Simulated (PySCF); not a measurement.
## As₃: from structure and modes to constants

Computed with UPBE0/[As def2-TZVP], no relativity, density fitting, PySCF.

The doublet minimum has C2v symmetry. Masses (u): As 74.92160.

```xyz
3
charge 0 multiplicity 2, angstrom
As    0.6476   -1.2340    0.0000
As   -1.2952    0.0000    0.0000
As    0.6476    1.2340    0.0000
```

Harmonic wavenumbers (cm⁻¹): 154.9 (b2, ×1), 242.5 (a1, ×1), 368.2 (a1, ×1).

Q: What is the harmonic zero-point energy?

A: Half the sum of all 3 wavenumbers, 766/2 = 383 cm⁻¹, which is 4.6 kJ/mol (1 cm⁻¹ = 0.0119627 kJ/mol).

Q: Find the vibrational entropy and heat capacity at 298.15 K.

A: With u = 1.43878 ω/T, each mode gives S = R[u/(eᵘ−1) − ln(1−e⁻ᵘ)] and C = R u² eᵘ/(eᵘ−1)².
```tsv
ω (cm⁻¹)	u	S (J/(mol K))	C (J/(mol K))
154.9	0.748	10.92	7.94
242.5	1.170	7.47	7.43
368.2	1.777	4.55	6.43
```
The sums over all modes are S = 22.9 and C = 21.8 J/(mol K); the softest mode gives 48 % of the entropy.

Other isomers or separated fragments may lie lower.
